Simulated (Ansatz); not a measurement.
Input file for Br$_{2}$H$_{4}$N$_{2}$Ti, SMILES `[NH2][Ti]([NH2])([Br])[Br]`:

```yaml
crystal:
  periodic: [false, false, false]
  atoms:
    - {symbol: N, position_ang: [-0.895827, 0.929602, -0.883674]}
    - {symbol: Ti, position_ang: [0.407831, -0.271069, -0.342202]}
    - {symbol: N, position_ang: [0.191678, -0.453794, 1.484144]}
    - {symbol: Br, position_ang: [0.041663, -2.351652, -1.409595]}
    - {symbol: Br, position_ang: [2.543339, 0.633726, -0.814889]}
    - {symbol: H, position_ang: [-1.577224, 1.383109, -0.293521]}
    - {symbol: H, position_ang: [-1.005210, 1.214085, -1.849132]}
    - {symbol: H, position_ang: [0.720424, 0.066950, 2.171777]}
    - {symbol: H, position_ang: [-0.338073, -1.197357, 1.920094]}
basis:
  gaussian: {orbitals: def2-SVP}
correlation: {method: ccsd_t}
```

```sh
$ ansatz run in.yaml --threads 4 --pin off --events-out ev --progress --plain --max-ram 11315MiB
```

The program prints (abridged):

```
Functional definition: HF
1451 factors; integrals over basis functions are off by at most 1.2e-3 eV
mean field evaluation 1: about -166084.6800 eV, gradient 5.7e1 eV
mean field evaluation 2: about -166084.7364 eV, gradient 5.7e1 eV
mean field evaluation 4: about -166093.0621 eV, gradient 8.1e0 eV
mean field evaluation 8: about -166093.2667 eV, gradient 3.3e-1 eV
mean field evaluation 16: about -166092.9848 eV, gradient 8.1e0 eV
mean field -166093.26761028 eV, -6103.8150026175 hartree, gradient 6.7e-6 eV, S^2 0.000000; 0 other end points of the search recorded, 0 dependent functions left out
25 core orbitals not correlated: weight in the atoms' cores, before any rotation towards them, 1.000 or more for the frozen orbitals, at most 0.000 for the correlated occupied ones
reference -166093.26761028 eV, -6103.8150026175 hartree; 30, 30 occupied and 88, 88 virtual orbitals, 1451 factors
second order -30.82693504 eV of doubles, -0.00000000 eV of singles
cycle   1  -29.55015284 eV  change     1.3e0 eV  update   2.7e-1
cycle   2  -30.63491774 eV  change    -1.1e0 eV  update   2.0e-1
cycle   3  -30.90631828 eV  change   -2.7e-1 eV  update   5.0e-2
cycle   4  -30.90880635 eV  change   -2.5e-3 eV  update   1.8e-2
cycle   5  -30.89601022 eV  change    1.3e-2 eV  update   8.8e-3
cycle   6  -30.89646837 eV  change   -4.6e-4 eV  update   4.3e-3
cycle   7  -30.89844028 eV  change   -2.0e-3 eV  update   1.6e-3
cycle   8  -30.89825239 eV  change    1.9e-4 eV  update   1.0e-3
cycle   9  -30.89851690 eV  change   -2.6e-4 eV  update   3.6e-4
cycle  10  -30.89903045 eV  change   -5.1e-4 eV  update   2.2e-4
cycle  11  -30.89873350 eV  change    3.0e-4 eV  update   1.1e-4
cycle  12  -30.89856908 eV  change    1.6e-4 eV  update   6.5e-5
cycle  13  -30.89869461 eV  change   -1.3e-4 eV  update   2.6e-5
cycle  14  -30.89864350 eV  change    5.1e-5 eV  update   1.7e-5
perturbative correction -1.36799796 eV, -0.0502729977 hartree
Total energy: -166125.53425174 eV, -6105.0007798201 hartree
```

It took 42 s on 4 threads of an Arm Neoverse V1 on a shared host, with 1.1 GiB of host memory at the peak.

The correlation energy is -32.267 eV, 4.2 % of it from (T); the T1 diagnostic reads 0.0188.
